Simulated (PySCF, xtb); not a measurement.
B(F)2(GeH3) (BF₂GeH₃), SMILES [B](F)([GeH3])F.

GFN2-xTB in xtb at its own geometry gives an orbital gap of 4.42 eV and a dipole moment of 0.23 D.

Coordinates come from a B3LYP-D3(BJ)/def2-SVP optimisation.

Q: What does PBE/def2-TZVPD in PySCF give? (An estimate is asked for; the answer gives what the named calculation found.)

A: gap 5.67 eV (levels -7.69 and -2.03 eV), dipole 0.73 D.
